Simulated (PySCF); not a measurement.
How methods differ on the ionisation energy of Te⁵⁰⁺

Te⁵⁰⁺ 1s2 (1S) → Te⁵¹⁺ 1s1 (2S), as a difference of total energies. Computed with PySCF 2.14 in an uncontracted even-tempered set (17 s from 110 bohr⁻², ratio 2.2; 7 p from 160 bohr⁻², ratio 2.4; 4 d from 480 bohr⁻², ratio 2.4; 3 f from 720 bohr⁻², ratio 2.4; 3 g from 1100 bohr⁻², ratio 2.4), with the spin-free X2C one-electron Hamiltonian (Gaussian nucleus). Correlated levels: nothing frozen; virtual orbitals above 40 to 60 times the deepest correlated orbital energy dropped. The calculations carry no spin-orbit coupling.

| method | ionisation energy (eV) | difference from reference (eV) |
| --- | --- | --- |
| UHF | 37258.3 | +61.8 |
| MP2 (all electrons) | 37259.9 | +63.4 |
| SCS-MP2 (all electrons) | 37260.2 | +63.7 |
| CCSD (all electrons) | 37259.9 | +63.4 |

Reference: 37196.5 eV (theoretical estimate listed by NIST; NIST Atomic Spectra Database, ionization energies).

For this ion Breit and QED terms and the two-electron picture change, all absent here, outweigh the differences among the correlated methods.

With two correlated electrons CCSD is exact in that space.
